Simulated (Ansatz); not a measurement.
Geometry optimisation, Ansatz 0.2.0, RKS B3LYP/def2-SVP.

Input:

```yaml
crystal:
  periodic: [false, false, false]
  atoms:
    - { symbol: C, position_ang: [-0.95718, 1.32956, -0.44324] }
    - { symbol: Mg, position_ang: [-0.56205, -0.45977, 0.6199] }
    - { symbol: Sb, position_ang: [1.08878, -2.44582, 1.1562] }
    - { symbol: H, position_ang: [-1.62693, 1.18776, -1.29621] }
    - { symbol: H, position_ang: [0.00448, 1.66928, -0.84987] }
    - { symbol: H, position_ang: [-1.36365, 2.15834, 0.13949] }
    - { symbol: H, position_ang: [0.52214, -2.05214, 2.74765] }
    - { symbol: H, position_ang: [-0.39877, -3.31106, 0.9386] }
basis:
  gaussian: { orbitals: def2-SVP }
hamiltonian:
  xc: b3lyp
relax:
  f_tol: 0.015
  max_steps: 40
output:
  orbitals: {}
```

Command:

```bash
$ ansatz run input.yaml --threads 1 --pin off --max-ram 2048MiB --backend cpu --events-out ev --progress --plain --runs-dir out
```

**Question.** Where does it end, and by what steps?

**Answer.** It converged. After 7 steps the energy has fallen by 0.250 eV; Mg2 moved furthest, 0.58 Å.

| step | energy less start (eV) | largest force component (eV/Å) | accepted |
| --- | --- | --- | --- |
| 0 | 0.0000 | 0.862 | yes |
| 1 | -0.1665 | 0.311 | yes |
| 2 | -0.2274 | 0.331 | yes |
| 3 | -0.2380 | 0.271 | yes |
| 4 | -0.2461 | 0.023 | yes |
| 5 | -0.2490 | 0.074 | yes |
| 6 | -0.2495 | 0.111 | yes |
| 7 | -0.2504 | 0.009 | yes |

```xyz
8
Properties=species:S:1:pos:R:3
C -0.935 1.402 -0.508
Mg -0.094 -0.349 0.292
Sb 1.045 -2.661 1.333
H -1.715 1.177 -1.257
H -0.177 2.032 -1.008
H -1.407 2.023 0.275
H 0.464 -2.122 2.872
H -0.476 -3.424 1.013
```

The run took 58 s on 1 thread of Arm Neoverse N1, with other jobs on the host, peak memory 0.17 GiB.
